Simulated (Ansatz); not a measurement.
Calculated with Ansatz (gas phase, PBE0-D4/def2-TZVP geometries, no zero-point term in ΔE). CCSD(T)/CBS adds triple-zeta CCSD(T) − MP2 to the extrapolated MP2 energy (def2 sets, frozen cores). This one scheme is used for every species. def2 core potentials past Kr. For Hf outer-core shells are correlated without core-valence functions, which leaves a few kJ/mol of doubt a bond. One conformer a species, not always the lowest.

Consider the ligand exchange at the Hf–O bond: `[OH][Hf]([Cl])([Cl])[Cl]` + NH₃ → `[NH2][Hf]([Cl])([Cl])[Cl]` + H₂O.

| species | CCSD(T)/CBS(def2) energy (Eh) |
| --- | --- |
| `[OH][Hf]([Cl])([Cl])[Cl]` | -1503.31799 |
| NH₃ | -56.50880 |
| `[NH2][Hf]([Cl])([Cl])[Cl]` | -1483.42216 |
| H₂O | -76.37941 |

Work out ΔE.

ΔE = (-1483.42216) + (-76.37941) − (-1503.31799) − (-56.50880) = 0.02522 Eh = +15.8 kcal/mol.

Largest T1 diagnostic among the species: 0.014.

At CCSD(T), def2-SVP lies +2.9 kcal/mol from the extrapolated value and def2-TZVPP +0.4 kcal/mol. In def2-TZVPP, CCSD(T) changes the Hartree–Fock value by −2.0 kcal/mol (the triples alone add −0.2 kcal/mol) and MP2 by −2.0 kcal/mol. Leaving LDA and LC-ωPBE aside and taking each functional with its dispersion term where it has one, the values, not all of them listed here, spread over 2.2 kcal/mol, from revPBE-D4 to B97M-V.
